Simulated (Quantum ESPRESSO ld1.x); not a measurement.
Results of a calculation; reference values are marked as such.
Task: Radial electron density D(r) = 4 pi r^2 rho(r) of an atom or ion with 52 electrons. Level of theory: scalar-relativistic Kohn-Sham, BLYP, spin-unpolarised, spherical densities, point nucleus (ld1.x of Quantum ESPRESSO 7.5).

| r (bohr) | D(r) (e/bohr) |
|---|---|
| 0.001597 | 4.977 |
| 0.002114 | 7.851 |
| 0.002797 | 12.16 |
| 0.0037 | 18.37 |
| 0.004896 | 26.89 |
| 0.006478 | 37.73 |
| 0.008571 | 50.10 |
| 0.01134 | 61.94 |
| 0.01501 | 70.06 |
| 0.01985 | 71.55 |
| 0.02627 | 66.94 |
| 0.03476 | 62.75 |
| 0.04599 | 68.25 |
| 0.06085 | 83.81 |
| 0.08051 | 93.60 |
| 0.1065 | 83.23 |
| 0.141 | 68.09 |
| 0.1865 | 73.03 |
| 0.2468 | 78.41 |
| 0.3265 | 53.70 |
| 0.432 | 28.55 |
| 0.5716 | 29.83 |
| 0.7563 | 28.70 |
| 1.001 | 15.62 |
| 1.324 | 7.584 |
| 1.752 | 4.950 |
| 2.318 | 2.376 |
| 3.067 | 0.5689 |
| 4.058 | 0.05707 |
| 5.369 | 0.001817 |

What is the nuclear charge?

Result: Z = 55. The innermost maximum, from 1s, lies near gamma/Z bohr with gamma = sqrt(1 - (Z/c)^2) = 0.916, here 0.0167 bohr (found: 0.0182), and its height grows with Z. The density is that of the caesium ion Cs3+ in [Kr] 4d10 5s2 5p4; the configuration itself is not fixed sharply by these data, and Z only to a few units. D(r) has 4 maxima, at r = 0.0182, 0.0805, 0.230, 0.650 bohr, and minima at 0.0353, 0.151, 0.476 bohr, inside which lie 1.97, 11.17, 28.93 electrons.
